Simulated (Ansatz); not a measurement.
A nudged elastic band was laid between two geometries of C3H6Si (10 atoms, charge 0, multiplicity 1).

Computed with Ansatz 0.2.0, RKS BHLYP-D4/def2-SVP.

* movable images: 7
* climbing image: yes
* spring: 5.0 eV/Å²
* optimiser: quadratic models (default)
* start path: IDPP
* force threshold: 0.2 eV/Å
* iteration limit: 60
* end points: relaxed

Initial state:

```xyz
10
Properties=species:S:1:pos:R:3
Si -0.995 0.979 -0.928
C 0.018 -0.232 0.022
C 0.347 -1.439 0.352
C 1.134 -0.394 1.039
H -1.969 0.271 -1.789
H -1.719 1.862 0.015
H -0.105 1.812 -1.769
H 0.182 -2.499 0.230
H 0.940 -0.163 2.090
H 2.166 -0.198 0.738
```

Final state:

```xyz
10
Properties=species:S:1:pos:R:3
Si -1.045 1.046 -0.788
C -0.036 -0.166 0.164
C 0.097 -1.112 1.038
C 1.365 -0.703 0.398
H -0.902 0.774 -2.237
H -2.471 0.948 -0.405
H -0.553 2.417 -0.514
H -0.369 -1.769 1.756
H 2.087 -0.095 0.948
H 1.827 -1.340 -0.361
```

(1) What changes between the two ends?

(2) Give the energies along the band, and the barrier.

(3) What is the geometry of the highest image?

## Answers

(1) No bond is made or broken. The dihedral H5–Si1–C2–C4 goes from -180 to 60°. The two ends are copies of one structure, up to a mirror image or an exchange of like atoms.

(2) The run converged. The highest image is number 4 of 0 to 8, 1.0 kcal/mol above the ends, which have the same energy within 2 meV. The threshold of 0.2 eV/Å is loose, so the images may lie well off the minimum-energy path. Another band between the same ends (7 images) ends at a top of the same energy, where a vibrational analysis finds 1 clearly imaginary mode.

| image | path coordinate (Å) | energy (kcal/mol) | dihedral H5–Si1–C2–C4 (°) |
| --- | --- | --- | --- |
| 0 | 0.00 | 0.0 | -180 |
| 1 | 0.49 | 0.2 | 166 |
| 2 | 0.98 | 0.5 | 151 |
| 3 | 1.47 | 0.9 | 136 |
| 4 | 1.95 | 1.0 | 120 |
| 5 | 2.44 | 0.9 | 104 |
| 6 | 2.93 | 0.5 | 89 |
| 7 | 3.42 | 0.2 | 74 |
| 8 | 3.91 | 0.0 | 60 |

(3) 
```xyz
10
Properties=species:S:1:pos:R:3
Si -1.030 1.016 -0.854
C -0.017 -0.200 0.101
C 0.107 -1.324 0.730
C 1.346 -0.515 0.689
H -1.546 0.391 -2.096
H -2.180 1.476 -0.041
H -0.191 2.182 -1.211
H -0.330 -2.247 1.080
H 1.679 0.021 1.581
H 2.163 -0.800 0.022
```

Run time: 100 s on 1 thread of Arm Neoverse V1 (shared host), peak memory 0.17 GiB.
